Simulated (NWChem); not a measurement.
System: C₂H₆ClFSi; SMILES CC[Si@@H](F)Cl

NWChem input:

```
start job
memory heap 200 mb stack 900 mb global 1100 mb
geometry units angstroms noautosym nocenter noautoz
  C     -0.962750     1.980641     0.651400
  C     -0.280120     1.500108    -0.627348
  Si     0.566679    -0.147943    -0.484305
  F      1.705498    -0.068548     0.669155
  Cl    -0.786277    -1.590640     0.101133
  H     -1.732439     1.267537     0.983711
  H     -1.450938     2.955619     0.502830
  H     -0.238998     2.091493     1.473124
  H      0.486053     2.222299    -0.963137
  H     -1.003777     1.421844    -1.458221
  H      1.225361    -0.603377    -1.733546
end
basis spherical
  C library def2-svp
  Si library def2-svp
  F library def2-svp
  Cl library def2-svp
  H library def2-svp
end
dft
  xc b3lyp
  iterations 150
  mulliken
end
task dft energy
esp
  recalculate
  probe 0.07
  range 0.3
  factor 1.0
  spacing 0.02
end
task esp
```

Parts of the log:

```
             Northwest Computational Chemistry Package (NWChem) 7.3.0
             --------------------------------------------------------

                             Geometry "geometry" -> ""
                             -------------------------

 Output coordinates in angstroms (scale by  1.889725989 to convert to a.u.)

  No.       Tag          Charge          X              Y              Z
 ---- ---------------- ---------- -------------- -------------- --------------
    1 C                    6.0000    -0.96275000     1.98064100     0.65140000
    2 C                    6.0000    -0.28012000     1.50010800    -0.62734800
    3 Si                  14.0000     0.56667900    -0.14794300    -0.48430500
    4 F                    9.0000     1.70549800    -0.06854800     0.66915500
    5 Cl                  17.0000    -0.78627700    -1.59064000     0.10113300
    6 H                    1.0000    -1.73243900     1.26753700     0.98371100
    7 H                    1.0000    -1.45093800     2.95561900     0.50283000
    8 H                    1.0000    -0.23899800     2.09149300     1.47312400
    9 H                    1.0000     0.48605300     2.22229900    -0.96313700
   10 H                    1.0000    -1.00377700     1.42184400    -1.45822100
   11 H                    1.0000     1.22536100    -0.60337700    -1.73354600

 Effective nuclear repulsion energy (a.u.)     299.7381844217

                                 NWChem DFT Module
                                 -----------------

 Summary of "ao basis" -> "ao basis" (spherical)
 ------------------------------------------------------------------------------
       Tag                 Description            Shells   Functions and Types
 ---------------- ------------------------------  ------  ---------------------
 C                          def2-svp                 6       14   3s2p1d
 Si                         def2-svp                 8       18   4s3p1d
 F                          def2-svp                 6       14   3s2p1d
 Cl                         def2-svp                 8       18   4s3p1d
 H                          def2-svp                 3        5   2s1p

            General Information
            -------------------
          SCF calculation type: DFT
          Wavefunction type:  closed shell.
          No. of atoms     :    11
          No. of electrons :    58
           Alpha electrons :    29
            Beta electrons :    29
          Charge           :     0
          Spin multiplicity:     1
          Use of symmetry is: off; symmetry adaption is: off
          Maximum number of iterations: 150
          AO basis - number of functions:   108
                     number of shells:    52
          Convergence on energy requested:  1.00D-06
          Convergence on density requested:  1.00D-05
          Convergence on gradient requested:  5.00D-04

              XC Information
              --------------
                         B3LYP Method XC Potential
                     Hartree-Fock (Exact) Exchange  0.200
                        Slater Exchange Functional  0.800 local
                    Becke 1988 Exchange Functional  0.720 non-local
              Lee-Yang-Parr Correlation Functional  0.810
                  VWN I RPA Correlation Functional  0.190 local

[...]

                     NWChem Electrostatic Potential Fit Module
                     -----------------------------------------

 Atom parameters

 Number of atoms is                                   11
 Number of basis functions is                        108

 Grid parameters

 Maximum number of grid points is                  43927
 Number of grid points is                          43926
 Grid range                                     0.300000 nm
 Grid spacing                                   0.020000 nm
 Probe radius                                   0.070000 nm
 Atom radius factor                             1.000000

 Atomic radii

    1    0.100000
    6    0.147000
    9    0.128000
   14    0.187000
   17    0.169000
 FASTESP  F
  using M.O. file = ./job.movecs

    Atom              Coordinates                           Charge

                                                  ESP

    1 C    -0.096275    0.198064    0.065140    0.027856
    2 C    -0.028012    0.150011   -0.062735   -0.049754
    3 Si    0.056668   -0.014794   -0.048431    0.647954
    4 F     0.170550   -0.006855    0.066916   -0.295280
    5 Cl   -0.078628   -0.159064    0.010113   -0.222039
    6 H    -0.173244    0.126754    0.098371   -0.003838
    7 H    -0.145094    0.295562    0.050283   -0.002907
    8 H    -0.023900    0.209149    0.147312    0.005299
    9 H     0.048605    0.222230   -0.096314    0.020344
   10 H    -0.100378    0.142184   -0.145822   -0.004769
   11 H     0.122536   -0.060338   -0.173355   -0.122865
                                            ------------
                                               -0.000000

 Dipole moment                                  0.896612

 Quadrupole moment Qxx                         -3.183271
                   Qyy                          2.344434
                   Qzz                          0.838838

 RMS deviation kJ/mol                           0.052366

 RRMS %                                        32.304163
```

Level: B3LYP/def2-SVP. Geometry: optimised at PBE0/def2-SVP.
